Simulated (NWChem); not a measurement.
**Basis-set dependence for HfO2**

SMILES: [O]=[Hf]=[O]
```xyz
3

Hf     0.0000     0.0000    -0.1978
O     -1.4322     0.0000     0.8900
O      1.4322     0.0000     0.8900
```
Charge 0, spin multiplicity 1.

Program: NWChem. All single points use one geometry, from PBE/def2-SVP with def2 effective core potentials on Hf, a minimum by its harmonic frequencies.

Hartree-Fock energies in Ha, correlation energies in mHa.

Effective core potentials replace the inner electrons of Hf; spin-orbit coupling is left out. The correlated methods keep 2 core orbitals frozen. The structure started from a generated list of species.

```csv
basis,functions,RHF,MP2,SCS-MP2
def2-SVP,60,-197.03866,-639.6,-599.7
def2-TZVP,102,-197.24579,-794.6,-753.2
```

From def2-SVP to def2-TZVP the Hartree-Fock energy moves by -207.1 mHa and the MP2 correlation energy by -155.0 mHa, which is 20 % of its value in the larger set.
